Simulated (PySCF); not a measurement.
Task: Write a Z-matrix for InChI=1S/C4H14BP/c1-4(2)6(3)5/h4,6H,1-3,5H3 as optimised with PBE0-D3(BJ)/def2-SVP.

Result: 
Z-matrix in Å and degrees, rows numbered from 1:
```
B 
P   1  1.9112
C   2  1.8215  1  113.47
C   2  1.8471  1  117.01  3  -124.04
C   4  1.5254  2  110.52  1    58.50
C   4  1.5253  2  109.61  1   -65.46
H   1  1.2246  2  103.75  3   -59.73
H   1  1.2255  2  104.03  3    58.75
H   1  1.2223  2  107.17  3   179.82
H   2  1.4196  1  114.80  3   117.28
H   3  1.0992  2  112.24  1  -179.63
H   3  1.0992  2  108.49  1    58.97
H   3  1.0993  2  108.69  1   -58.03
H   4  1.1048  2  105.98  1   176.84
H   5  1.1005  4  110.91  2   -61.26
H   5  1.1012  4  109.95  2   179.29
H   5  1.1005  4  112.41  2    59.61
H   6  1.1007  4  110.93  2    61.03
H   6  1.1009  4  112.02  2   -59.60
H   6  1.1012  4  110.10  2  -179.46
```

The C–P distances run from 1.821 Å (P2–C3, drawn single) to 1.847 Å (P2–C4, drawn single), a spread of 0.026 Å. B1 (four-coordinate boron) is distorted tetrahedral (angles from 103.8° to 114.0°). P2 (phosphorus bonded to B, 2 C and H) is distorted tetrahedral (angles from 101.4° to 117.0°). Of the pairs four or more bonds apart, C3···H17 is among the closest relative to their van der Waals radii: 3.00 Å, 103 % of the sum of Bondi's values.

Method used: PBE0-D3(BJ)/def2-SVP geometry optimisation, gas phase in PySCF 2.14.0.

Point group: C1 (no symmetry element, even within 0.4 Å). Stationary, but not proved a minimum. One conformer, not necessarily the lowest (B1–P2–C4–C5 59°).
